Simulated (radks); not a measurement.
The numbers below are computed, except where a source is named.
Species: Kr II. Configuration: [Ar] 3d10 4s2 4p5.

Level of theory: scalar-relativistic Kohn-Sham, LB94 model potential, spin-polarised, spherical densities, finite nucleus; open shells are filled with parallel spins first; Fermi nuclear charge, rms radius 4.1884 fm (a radial shooting solver on a logarithmic mesh with Libxc functionals).

Energy parts (eV):
| part | energy |
|---|---|
| kinetic | 77987.281 |
| electron-nucleus | -183163.870 |
| Hartree | 31888.067 |
(The LB94 potential has no energy functional, so no total or exchange-correlation energy is given.)

Orbitals (lengths in bohr, moments of r in powers of bohr; <r^-3> diverges for s and p1/2; r(max) is where P^2 peaks; r(90%) holds 90 % of the orbital's charge):
| orbital | occ. | eigenvalue (eV) | r(90%) | <r^-3> | r(max) | <r^2> |
|---|---|---|---|---|---|---|
| 1s up | 1 | -14271.74 | 0.0740 | - | 0.02707 | 0.002308 |
| 1s down | 1 | -14271.75 | 0.0740 | - | 0.02707 | 0.002308 |
| 2s up | 1 | -1905.832 | 0.283 | - | 0.1541 | 0.03945 |
| 2s down | 1 | -1905.786 | 0.283 | - | 0.1541 | 0.03945 |
| 2p up | 3 | -1691.006 | 0.260 | 1513 | 0.1232 | 0.03110 |
| 2p down | 3 | -1690.931 | 0.260 | 1513 | 0.1232 | 0.03110 |
| 3s up | 1 | -287.0045 | 0.789 | - | 0.4678 | 0.3242 |
| 3s down | 1 | -286.9413 | 0.790 | - | 0.4679 | 0.3245 |
| 3p up | 3 | -218.5151 | 0.823 | 222.1 | 0.4639 | 0.3417 |
| 3p down | 3 | -218.4741 | 0.824 | 221.9 | 0.4640 | 0.3421 |
| 3d up | 5 | -104.8116 | 0.900 | 27.53 | 0.4095 | 0.3731 |
| 3d down | 5 | -104.8168 | 0.901 | 27.49 | 0.4095 | 0.3737 |
| 4s up | 1 | -40.0988 | 2.26 | - | 1.306 | 2.645 |
| 4s down | 1 | -39.9462 | 2.25 | - | 1.300 | 2.619 |
| 4p up | 3 | -25.4204 | 2.76 | 21.53 | 1.504 | 3.824 |
| 4p down | 2 | -25.1287 | 2.75 | 22.03 | 1.494 | 3.792 |
| 4d up | 0 | -8.9966 | 5.09 | 0.7235 | 2.635 | 12.51 |
| 4d down | 0 | -8.6600 | 5.20 | 0.7082 | 2.670 | 12.97 |
| 5s up | 0 | -10.8306 | 5.77 | - | 3.630 | 17.99 |
| 5s down | 0 | -10.6178 | 5.81 | - | 3.645 | 18.24 |

The highest occupied level is 4p down at -25.129 eV. The spin density at the nucleus is -0.5464 e/bohr^3 (1s -0.1025, 2s 0.1653, 3s 0.2994, 4s -0.9086). Spin moment in Bohr magnetons: 1. The density falls to 0.001 e/bohr^3 at r = 3.71 bohr.
